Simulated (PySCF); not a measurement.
Species: C4H4Se.
Bonds: C1–C2 (aromatic), C2–C3 (aromatic), C3–Se4 (aromatic), Se4–C5 (aromatic), C1–C5 (aromatic). Hydrogens: H6 on C1; H7 on C2; H8 on C3; H9 on C5.

Computed with PySCF, LC-wPBE/def2-SVP geometry optimisation, gas phase.

Entries marked ? are missing. Bonds in one row agree within 0.01 Å.

```csv
coordinate,value
C1–C2,?
"C3–Se4, Se4–C5",?
"C1–C5, C2–C3",?
"C1–H6, C2–H7",1.092 Å
"C3–H8, C5–H9",1.090 Å
C2–C1–C5,?
C2–C1–H6,?
C5–C1–H6,122.7°
C2–C3–Se4,?
C2–C3–H8,126.8°
Se4–C3–H8,121.4°
C3–Se4–C5,87.8°
```

**Question.** Fill in the missing values.

**Answer.** 
- C1–C2 = 1.432 Å, aromatic (both ends aromatic CH carbon); 0.03 Å below the sum of covalent radii, 1.46 Å.
- C3–Se4, Se4–C5 = 1.839 Å, aromatic (ends: aromatic CH carbon; selenium bonded to 2 C); 0.09 Å below the sum of covalent radii, 1.93 Å.
- C1–C5, C2–C3 = 1.359 Å, aromatic (both ends aromatic CH carbon); 0.10 Å below the sum of covalent radii, 1.46 Å.
- C2–C1–C5 = 114.3°, at the aromatic CH carbon, inside a 5-membered ring; the outer atoms are 2.345 Å apart.
- C2–C1–H6 = 123.0°, at the aromatic CH carbon; the outer atoms are 2.224 Å apart.
- C2–C3–Se4 = 111.8°, at the aromatic CH carbon, inside a 5-membered ring; the outer atoms are 2.662 Å apart.

Radii are Cordero's, carbon taken as 0.76, 0.73 or 0.69 Å for four, three, and two or fewer neighbours.

LC-wPBE/def2-SVP frequencies: not computed here.

Time: 57 s of wall time; peak memory 0.54 GiB. Hardware: an Arm Neoverse V1 with one thread, shared host with 32 logical CPUs at a one-minute load of 19. This is the geometry optimisation.
